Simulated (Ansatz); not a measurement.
The cluster Sr₆S₅⁻. Charge -1, multiplicity 2. Geometry PBE-D4/def2-SVP, that of the neutral singlet.

```xyz
11

Sr   -0.7209    0.2236    3.9480
Sr    1.6106   -0.6655    0.6780
Sr    0.3871   -0.5329   -3.1678
Sr   -1.5610   -2.7437   -0.7103
Sr    2.0641    3.4278    0.3976
Sr   -1.4123    1.2322   -0.0087
S    -2.2265   -0.4659   -2.1839
S    -1.1565   -1.2480    1.6254
S     1.1357   -2.5772   -1.4181
S     1.2269    1.4560   -1.3801
S     0.6528    1.8937    2.2198
```

In the def2 sets Sr takes a core potential; there is no spin–orbit coupling. At PBE-D4/def2-TZVP, r2SCAN-D4/def2-TZVP, PBE0-D4/def2-TZVP the charge -1 doublet is spin-contaminated (final ⟨S²⟩ up to 1.15, 0.75 for a pure state). At PBE-D4/def2-TZVP, r2SCAN-D4/def2-TZVP the highest occupied level of the charge -1 doublet lies above zero (up to 0.08 eV). It is a level of β spin, whose loss leaves a triplet; that state wasn't run at this geometry and level. The electron is either unbound and held by the finite basis, or the level is raised by self-interaction error. The structure comes from a short search, and lower isomers may exist.

Q: Estimate the α-spin orbital energies around the gap (eV) in Ansatz with PBE-D4/def2-TZVP, r2SCAN-D4/def2-TZVP, PBE0-D4/def2-TZVP.

A: 
| orbital | PBE-D4/def2-TZVP | r2SCAN-D4/def2-TZVP | PBE0-D4/def2-TZVP |
| --- | --- | --- | --- |
| HOMO−5 | -2.37 | -2.64 | -3.43 |
| HOMO−4 | -2.32 | -2.59 | -3.39 |
| HOMO−3 | -2.21 | -2.45 | -3.23 |
| HOMO−2 | -2.18 | -2.43 | -3.19 |
| HOMO−1 | -0.23 | -0.26 | -0.64 |
| HOMO | 0.06 | -0.03 | -0.38 |
| LUMO | 0.44 | 0.70 | 0.83 |
| LUMO+1 | 0.67 | 0.95 | 1.08 |
| LUMO+2 | 0.78 | 0.99 | 1.25 |
| LUMO+3 | 0.84 | 1.03 | 1.26 |
| LUMO+4 | 1.11 | 1.15 | 1.56 |
| LUMO+5 | 1.34 | 1.49 | 1.89 |
| β HOMO | 0.01 | 0.08 | -0.16 |
| β LUMO | 0.40 | 0.51 | 0.74 |
